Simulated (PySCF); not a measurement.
A PySCF script (with the pyscf-properties extension) for the NMR shieldings of SMILES O=CC1COBOC1, C$_{4}$H$_{7}$BO$_{3}$, on a GFN2-xTB geometry:

```python
import basis_set_exchange as bse
import numpy as np
from pyscf import gto, dft
from pyscf.prop import nmr

atoms = """
O     2.893393   -0.413732   -0.853153
C     1.995369   -0.334905   -0.066403
C     0.559330   -0.068242   -0.412968
C    -0.342503   -1.212460    0.084090
O    -1.706338   -0.913945   -0.089050
B    -2.126102    0.370255   -0.093909
O    -1.304254    1.430166    0.069923
C     0.076566    1.233935    0.252397
H     2.170133   -0.457574    1.021573
H     0.449318    0.026359   -1.498063
H    -0.151723   -1.402476    1.149141
H    -0.136039   -2.129644   -0.477628
H    -3.262985    0.576372   -0.250488
H     0.587973    2.097172   -0.186313
H     0.293448    1.206708    1.328939
"""
names = dict.fromkeys(["O", "C", "B", "H"], "pcSseg-1")
basis = {el: gto.basis.parse(bse.get_basis(n, elements=[el], fmt="nwchem")) for el, n in names.items()}
mol = gto.M(atom=atoms, basis=basis, charge=0, verbose=0)
mf = dft.RKS(mol, xc="PBE0")
mf.grids.level = 2
mf.grids.alignment = dft.numint.BLKSIZE   # the property module wants whole blocks of grid points
mf.conv_tol = 1e-9
mf.kernel()

calc = nmr.RKS(mf)   # GIAO
C = mf.mo_coeff
Co = C[:, mf.mo_occ > 0]
resp = mf.gen_response(singlet=True, hermi=2)
def vind(x):   # induced exchange potential for any number of trial vectors
    d = np.einsum("pi,xij,qj->xpq", C, 2 * x.reshape(-1, C.shape[1], Co.shape[1]), Co, optimize=True)
    return np.einsum("xpq,pi,qj->xij", resp(d - d.transpose(0, 2, 1)), C, Co, optimize=True).ravel()
mo1, _ = nmr.rhf.solve_mo1(calc, with_cphf=vind)
sigma = calc.kernel(mo1)
for i, s in enumerate(sigma):   # ppm
    w = np.linalg.eigvalsh((s + s.T) / 2)
    print("%2d %-2s iso %8.1f  s11 %8.1f  s22 %8.1f  s33 %8.1f" % (i, mol.atom_pure_symbol(i), w.mean(), *w))
```

Problem. What does it print?

Solution. 
```
 0 O  iso   -402.7  s11  -1084.7  s22   -476.6  s33    353.2
 1 C  iso    -15.7  s11   -111.0  s22    -25.9  s33     89.9
 2 C  iso    131.3  s11    107.6  s22    118.8  s33    167.6
 3 C  iso    124.3  s11    105.4  s22    112.6  s33    155.0
 4 O  iso    218.1  s11     80.7  s22    216.8  s33    356.8
 5 B  iso     77.6  s11     61.9  s22     72.0  s33     99.0
 6 O  iso    217.8  s11     80.7  s22    216.5  s33    356.2
 7 C  iso    124.4  s11    105.6  s22    112.5  s33    155.0
 8 H  iso     22.0  s11     19.3  s22     20.7  s33     25.9
 9 H  iso     29.0  s11     26.8  s22     27.5  s33     32.7
10 H  iso     27.3  s11     23.8  s22     25.4  s33     32.6
11 H  iso     27.5  s11     23.3  s22     27.0  s33     32.2
12 H  iso     27.7  s11     24.6  s22     26.8  s33     31.8
13 H  iso     27.5  s11     23.3  s22     27.1  s33     32.2
14 H  iso     27.3  s11     23.9  s22     25.5  s33     32.6
```

These numbers come from an equivalent density-fitted implementation of the same equations, which agrees with the script to about 0.01 ppm for H and up to a few tenths of a ppm for heavy atoms, so last digits may differ.

Size and cost of the density-fitted run: 171 basis functions, 27 s wall time on 1 thread of an Arm Neoverse V1, shared host; peak memory 0.76 GiB.
